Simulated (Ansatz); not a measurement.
Species: C$_{5}$H$_{6}$, SMILES `C=C=CC=C` (charge 0, multiplicity 1).

Q: Give a relaxed geometry from Ansatz (a program for electronic structure) with B3LYP-D3(BJ)/def2-TZVP.

A: This is not unique; one that fits is the end point of this relaxation, one of several conformers (outside a Z-matrix the atoms follow the SMILES, hydrogens last).
Bond lengths (Å): C1–C2 1.298, C1–H6 1.085, C1–H7 1.085, C2–C3 1.310, C3–C4 1.457, C3–H8 1.087, C4–C5 1.333, C4–H9 1.085, C5–H10 1.081, C5–H11 1.084. Angles (°): C2–C1–H6 121.5, C2–C1–H7 121.5, H6–C1–H7 117.1, C1–C2–C3 179.5, C2–C3–C4 124.1, C2–C3–H8 118.6, C4–C3–H8 117.3, C3–C4–C5 124.0, C3–C4–H9 116.1, C5–C4–H9 119.9, C4–C5–H10 121.4, C4–C5–H11 121.5, H10–C5–H11 117.1.
